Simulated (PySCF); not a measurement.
ammonia (H3N), singlet, at a GFN2-xTB geometry. Base run: PBE/def2-SVP run with PySCF.

Input for PySCF:
```python
from pyscf import gto, scf, dft

mol = gto.M(
    atom='''
N    -0.00088861    0.00220129    0.11002386
H     0.01587655    0.93846578   -0.27548989
H     0.81249024   -0.48875726   -0.24050098
H    -0.82214652   -0.46511757   -0.25417613
''',
    basis='def2-svp',
    verbose=5,
)

mf = dft.RKS(mol)
mf.xc = 'pbe'
mf.kernel()
mo_i, mo_e, stable_i, stable_e = mf.stability(internal=True, external=True, return_status=True, nroots=6, tol=1e-6)
print('internally stable:', stable_i, ' externally stable:', stable_e)
if not stable_e:
    umf = mf.to_uhf() if not hasattr(mf, 'xc') else mf.to_uks()
    umf.scf_summary = {}
    umf.kernel(umf.make_rdm1(mo_e, umf.mo_occ))
mf.analyze()
```

The bond that is stretched is that between atoms 2 and 1. A test that says stable can miss a lower solution.

The base run was repeated with changes; each row names its change, and settings that it needs were set with it.

```
change       ΔE vs base (kcal/mol)  <S^2>  HOMO-LUMO gap (eV)   stability test says        outcome
-----------  ---------------------  -----  ------------------  --------------------  -------------
base                         0.000  0.000                6.33                stable      converged
bond × 1.25                  17.45  0.000                5.33                stable      converged
bond × 1.5                   48.29  0.000                3.74                stable      converged
bond × 1.8                    81.1  0.000                2.30                stable      converged
bond × 2.2                   111.8  0.000                1.30  external instability      converged
bond × 3.0                       -      -                   -                     -  not converged
```

Where a bond breaks into two radicals, a solution with restricted orbitals usually stops being the lowest and lies too high; an unrestricted one lies lower at the price of spin contamination, which <S^2> shows.
